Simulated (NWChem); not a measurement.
Molecule: CoH2SO, quartet; SMILES [OH][Co][SH]

```xyz
5

Co    -0.0541    -0.4272    -0.0240
O     -0.0699    -2.1539    -0.1876
H     -0.2581    -2.8470     0.4489
S     -0.0506     1.7728     0.1689
H     -1.3250     1.8748    -0.2761
```
Atoms are numbered in this order, from 1.

Level: PBE0/def2-SVP, spin-unrestricted (NWChem), optimised geometry, unscaled harmonic frequencies. This spin state was assumed; another may lie lower.

```tsv
frequency (cm⁻¹)	IR intensity (km/mol)
95	8.0
97	17.4
204	128.0
373	12.3
436	197.2
522	10.8
747	151.8
2706	2.8
3961	148.6
```

```
Quantity                                                                                             Result
-----------------------------------------------------------------------------------------  ----------------
zero-point energy                                                                             13.1 kcal/mol
thermal correction to the enthalpy at 298.15 K (with zero-point energy)                       17.3 kcal/mol
heat capacity Cv                                                                           16.6 cal/(mol K)
entropy at 298.15 K and 1 atm (symmetry number 1, electronic part: spin degeneracy alone)  77.6 cal/(mol K)
dipole moment                                                                                        2.36 D
```

Rigid rotor and harmonic oscillator; modes under 100 cm⁻¹ make the entropy uncertain.
